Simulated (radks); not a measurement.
Cs XVI, configuration [Kr] 4d4. Calculated with a radial shooting solver on a logarithmic mesh with Libxc functionals: scalar-relativistic Kohn-Sham, PBE, spin-polarised, spherical densities, finite nucleus; open shells are filled with parallel spins first (spin-orbit coupling, left out, can overturn this in heavy ions); Fermi nuclear charge, rms radius 4.8041 fm.

Normalised radial functions P(r) = r R(r), r in bohr:

| r | 3d up | 4p up |
|---|---|---|
| 0.0009127 | 0.0000 | 0.0014 |
| 0.00117 | 0.0000 | 0.0021 |
| 0.001499 | 0.0000 | 0.0032 |
| 0.001936 | 0.0001 | 0.0050 |
| 0.002481 | 0.0001 | 0.0077 |
| 0.003179 | 0.0002 | 0.0119 |
| 0.004074 | 0.0004 | 0.0183 |
| 0.005221 | 0.0009 | 0.0280 |
| 0.006744 | 0.0018 | 0.0433 |
| 0.008642 | 0.0036 | 0.0655 |
| 0.01107 | 0.0070 | 0.0977 |
| 0.01419 | 0.0137 | 0.1433 |
| 0.01819 | 0.0263 | 0.2052 |
| 0.02349 | 0.0509 | 0.2874 |
| 0.0301 | 0.0942 | 0.3808 |
| 0.03858 | 0.1696 | 0.4746 |
| 0.04943 | 0.2944 | 0.5419 |
| 0.06386 | 0.4961 | 0.5384 |
| 0.08183 | 0.7765 | 0.4128 |
| 0.1049 | 1.1335 | 0.1353 |
| 0.1344 | 1.5195 | -0.2638 |
| 0.1722 | 1.8382 | -0.6545 |
| 0.2224 | 1.9642 | -0.8208 |
| 0.285 | 1.7982 | -0.5561 |
| 0.3653 | 1.3734 | 0.1195 |
| 0.4681 | 0.8429 | 0.9105 |
| 0.5998 | 0.3968 | 1.3837 |
| 0.7748 | 0.1285 | 1.2835 |
| 0.9929 | 0.0280 | 0.7975 |
| 1.272 | 0.0036 | 0.3264 |
| 1.63 | 0.0002 | 0.0820 |
| 2.089 | 0.0000 | 0.0112 |

3d up: eigenvalue -1040.4 eV, 0 radial nodes, <r> = 0.272 bohr, 90 % of the charge inside 0.425 bohr. 4p up: eigenvalue -461.89 eV, 2 radial nodes at r = 0.115, 0.352 bohr, <r> = 0.691 bohr, 90 % of the charge inside 0.993 bohr.
